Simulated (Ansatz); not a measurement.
The first iterations of a band of F$_{3}$H$_{4}$NOZr (10 atoms, charge 0, multiplicity 1).

These are results of RKS PBE-D4/def2-SVP (Ansatz 0.2.0), not measurements.

```
movable images  : 7
climbing image  : yes
spring          : 20.0 eV/Å²
optimiser       : quadratic models (default)
start path      : through a guess of the saddle point
force threshold : 0.05 eV/Å
iteration limit : 60
end points      : relaxed
```

First end point:

```xyz
10
Properties=species:S:1:pos:R:3
Zr -0.094 0.052 0.147
N -0.040 -0.043 2.230
H 0.379 -0.842 2.724
H 0.071 0.778 2.839
F 1.745 -0.266 -0.320
F -0.392 1.811 -0.562
F -0.837 -1.548 -0.651
O -2.395 0.158 0.895
H -2.891 -0.632 0.603
H -2.002 -0.077 1.781
```

Last end point:

```xyz
10
Properties=species:S:1:pos:R:3
Zr -0.496 -0.140 -0.047
N -0.197 0.284 2.366
H 0.546 -0.288 2.790
H 0.016 1.267 2.583
F 0.978 -1.346 0.316
F -0.143 1.765 -0.092
F -0.774 -0.487 -1.926
O -2.256 -0.684 0.639
H -3.053 -1.031 0.206
H -1.075 0.049 2.850
```

| iteration | highest image above the first end (eV) | largest band force component (eV/Å) |
| --- | --- | --- |
| 1 | 10.920 | 51.402 |
| 2 | 2.765 | 14.182 |
| 3 | 1.779 | 8.168 |
| 4 | 1.055 | 3.324 |
| 5 | 0.704 | 5.042 |
| 6 | 0.431 | 3.937 |

**Question.** Does the band converge within its limit, and where does its top end?

**Answer.** The run converged. It ended after 19 iterations with the highest image 0.083 eV above the first end. Another band between the same ends (7 images) ends at a top of the same energy, where a vibrational analysis finds 1 clearly imaginary mode. The orbitals stay closed-shell, which can raise the energy where a bond breaks towards radicals; this wasn't checked here.

Run time: 3.4 min on 4 threads of Arm Neoverse V2, on a shared host, peak memory 0.18 GiB.
